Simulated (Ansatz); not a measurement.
```yaml
crystal:
  periodic: [false, false, false]
  atoms:
    - {symbol: D, position_ang: [0.266408, -0.255086, 1.563830]}
    - {symbol: Sn, position_ang: [1.001792, 0.164704, -1.245373]}
    - {symbol: S, position_ang: [-1.268190, 0.090382, -0.318447]}
basis:
  gaussian: {orbitals: def2-TZVP, final_grid: {core_spheres: 5, valence_spheres: 4, degree: 11}}
total_charge: -1
magnetization: {spin_polarized: true, initial_magnetization: 1}
hamiltonian: {xc: {name: SPW92}}
scf: {omitted_lower_state_checks: [starts]}
```

```sh
$ ansatz run in.yaml --threads 4 --pin off --events-out ev --progress --plain --max-ram 3916MiB
```

Output, abridged:

```
Error: YAML parse error: error: line 4 column 16: `D` is not an element symbol (H … Og, case-exact)
 --> <input>:4:16
2 |   periodic: [false, false, false]
3 |   atoms:
4 |     - {symbol: D, position_ang: [0.266408, -0.255086, 1.563830]}
5 |     - {symbol: Sn, position_ang: [1.001792, 0.164704, -1.245373]}
6 |     - {symbol: S, position_ang: [-1.268190, 0.090382, -0.318447]}
```

Something in this input is off. What?

An element symbol is wrong. The input was rejected before any iteration.
